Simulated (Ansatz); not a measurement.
`[CH3][GeH2][Se]C` + `B1CO[SiH2]1` → `[CH3][GeH2][SeH]` + `CC1B[SiH2]O1`  (redistribution)

Computed with Ansatz on PBE0-D4/def2-TZVP structures; ΔE is electronic, products minus reactants. CCSD(T)/CBS adds triple-zeta CCSD(T) − MP2 to the extrapolated MP2 energy (def2 sets, frozen cores). DFT in def2-TZVPP. B3LYP here is the variant with VWN-RPA as its local correlation; programs differ in this. HSE06 is defined as in plane-wave codes. For Ge, Se outer-core shells are correlated without core-valence functions, which leaves a few kJ/mol of doubt a bond. Scalar relativity is left out up to krypton. Each species was taken in one conformer, which may not be the lowest.

| level | ΔE (kJ/mol) |
| --- | --- |
| B3LYP-D4 | -16.5 |
| HSE06 | -18.1 |
| BHLYP | -20.0 |
| CAM-B3LYP | -20.9 |
| RPA@PBE/def2-TZVPP | -17.8 |
| HF/def2-TZVPP | -21.8 |
| SCS-MP2/def2-QZVPP | -16.4 |
| HF/CBS(def2) | -21.9 |

(1) What does CCSD(T)/CBS give? (Estimate.)

(2) What do rigid-rotor, harmonic-oscillator terms from PBE0-D4/def2-TZVP frequencies (298.15 K, 1 bar) make of the CCSD(T)/CBS value? (An estimate is asked.)

Largest T1 diagnostic among the species: 0.013.

## Answers

(1) The calculation gave: -18.2 kJ/mol. The listed levels differ from it by 1.7, 0.1, -1.8, -2.7, 0.4, -3.6, 1.8, -3.7 kJ/mol.

(2) The calculation gave: ΔZPE = -4.2 kJ/mol, ΔH = -22.9 kJ/mol, ΔS = -5 J/(mol·K), ΔG = -21.3 kJ/mol. Modes under 50 cm⁻¹ make the entropy rough.

From BLYP to BHLYP (50 % exact exchange), in def2-TZVPP and without D4, ΔE moves by −5.3 kJ/mol. In def2-TZVPP, CCSD(T) changes the Hartree–Fock value by +3.1 kJ/mol (the triples alone add +0.8 kJ/mol) and MP2 by +5.4 kJ/mol. Leaving LDA and LC-ωPBE aside and taking each functional with its dispersion term where it has one, the values, not all of them listed here, spread over 6.1 kJ/mol, from CAM-B3LYP-D4 to BLYP-D4. LDA lies −8.3 kJ/mol from PBE without D4.
